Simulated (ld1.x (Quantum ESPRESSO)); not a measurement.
## u(r) = r·R(r): atom against pseudo-atom (boron)

Columns: radius, all-electron u(r) and pseudo u(r) of the 2p shell (level -5.68 eV) of boron in the configuration [He] 2s2 2p0.75; BLYP, scalar-relativistic, TM scheme, ld1.x (Quantum ESPRESSO) 7.5.

| r (bohr) | all-electron | pseudo |
| --- | --- | --- |
| 0.128 | 0.0449 | 0.0168 |
| 0.255 | 0.1352 | 0.0650 |
| 0.382 | 0.2359 | 0.1394 |
| 0.510 | 0.3321 | 0.2327 |
| 0.638 | 0.4163 | 0.3343 |
| 0.765 | 0.4857 | 0.4332 |
| 0.893 | 0.5416 | 0.5218 |
| 1.020 | 0.5845 | 0.5921 |
| 1.148 | 0.6157 | 0.6419 |
| 1.275 | 0.6355 | 0.6708 |
| 1.402 | 0.6458 | 0.6816 |
| 1.530 | 0.6480 | 0.6786 |
| 1.658 | 0.6435 | 0.6661 |
| 1.785 | 0.6337 | 0.6482 |
| 1.912 | 0.6198 | 0.6276 |
| 2.040 | 0.6026 | 0.6060 |
| 2.168 | 0.5830 | 0.5841 |
| 2.295 | 0.5619 | 0.5621 |
| 2.422 | 0.5396 | 0.5396 |
| 2.550 | 0.5165 | 0.5165 |
| 2.678 | 0.4930 | 0.4930 |
| 2.805 | 0.4697 | 0.4697 |
| 2.932 | 0.4466 | 0.4466 |
| 3.060 | 0.4237 | 0.4237 |
| 3.188 | 0.4012 | 0.4012 |
| 3.315 | 0.3796 | 0.3796 |

Q: How many radial nodes do the two functions have?

A: The all-electron 2p function has n − l − 1 = 0; the pseudo-wave has 0.

Q: At about which radius was the pseudo-wave matched?

A: 2.55 bohr. The columns agree to 0.0005 from 2.29 bohr on; several derivatives are matched, so the curves merge somewhat inside the radius.

Q: Where does each function peak?

A: Outermost all-electron maximum near 1.53 bohr, pseudo maximum near 1.40 bohr (to the table’s step).

Q: Is the pseudo-wave norm-conserving?

A: Yes: the TM scheme keeps the norm inside the radius equal to the all-electron one, which fixes the energy derivative of the logarithmic derivative at the level.
